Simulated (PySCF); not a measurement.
SMILES OCC[SeH] (C₂H₆OSe) (PBE0/def2-SVP optimised geometry):

```
10

O      1.423     0.021    -1.116
C      0.865    -0.618     0.000
C     -0.653    -0.618     0.000
Se    -1.423     1.182     0.000
H      1.204    -0.494    -1.900
H      1.234    -0.079     0.886
H      1.217    -1.667     0.085
H     -1.036    -1.108     0.908
H     -1.046    -1.176    -0.866
H     -0.458     1.667    -0.999
```

Level of theory: PBE0/def2-TZVP (PySCF 2.14.0).

Problem. What are the frontier orbital energies and the dipole moment?

Solution. HOMO-2 -9.03 eV, HOMO-1 -8.33 eV, HOMO -6.43 eV, LUMO 0.26 eV, LUMO+1 0.90 eV; dipole moment 2.48 D.

On the same geometry PBE/def2-TZVP (PySCF) gives HOMO-2 -7.74 eV, HOMO-1 -6.71 eV, HOMO -5.26 eV, LUMO -0.63 eV, LUMO+1 -0.03 eV; dipole moment 2.42 D.

Meta-Löwdin charges at PBE0/def2-TZVP: O1 -0.53, C2 0.01, C3 -0.30, Se4 -0.06, H5 0.34, H6 0.12, H7 0.10, H8 0.13, H9 0.11, H10 0.07.
